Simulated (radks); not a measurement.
Problem. Spherical quantum dot in the effective-mass picture: electrons in a hard-walled sphere of radius 1.65, with a point charge +2 (a donor) at the centre, all in effective atomic units (hartree* = m*/eps^2 hartree, bohr* = eps/m* bohr), one dielectric constant everywhere. Method: non-relativistic Kohn-Sham, PBE, spin-polarised, spherical densities; computed with a radial shooting solver with Libxc functionals. Levels are named by radial order and angular momentum (1s, 1p, 1d, 2s, ...), and open shells are averaged over m. At N = 17 the configuration is 1s2 1p6 1d(up 5, down 4). Does electron 18 go into 1d down or 2s down or 2s up?

Solution. Into 1d down. The total energies of the other choices lie higher by 0.199 hartree* (2s up), 0.215 hartree* (2s down).
